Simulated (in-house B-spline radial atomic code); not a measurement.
Sc is squeezed into an impenetrable sphere of radius R (the orbitals vanish at R). No spin polarisation. Caution: exact exchange at fractional occupations of open shells leaves self-interaction of up to several eV. All numbers are computed (non-relativistic B3LYP, spherical fractional occupations; point nucleus) with an all-electron radial atomic-structure program (B-spline basis), not measured.

Energies in eV above the free atom in [Ar] 3d1 4s2:

```tsv
R (bohr)	highest level (eV)	[Ar] 3d1 4s2	[Ar] 3d1 4s1 4f1	[Ne] 3s2 3p5 3d2 4s2	-dE/dV in [Ar] 3d1 4s2 (GPa)
7.68	-1.84	0.4283	12.41	33.83	0.618
5.85	-0.221	2.61	18.81	35.89	6.53
5.17	1.06	5.173	23.81	38.4	17
4.42	3.37	11.33	33.32	44.58	53.8
3.39	17.2	37.43	63.98	71.42	357
2.92	33.1	70.68	97	105.8	1030
2.73	43.4	93.73	118.6	129.5	1670
2.37	74.3	168.3	185.5	205.9	4470
1.79	194	513.2	484.4	554.6	29500
1.4	415	1273	1138	1311	141000
```

(1) Does [Ar] 3d1 4s1 4f1 fall below [Ar] 3d1 4s2 under compression?

(2) Does [Ne] 3s2 3p5 3d2 4s2 fall below [Ar] 3d1 4s2 under compression?

The highest level is first positive in the row R = 5.17 bohr, pushed up by confinement above the zero of the free ion's potential. Each configuration is held fixed and needn't be the lowest in the sphere.

## Answers

(1) Yes, between R = 2.37 and 1.79 bohr the order changes (near 2.15 bohr by linear interpolation).

(2) No, it stays above over the whole range.
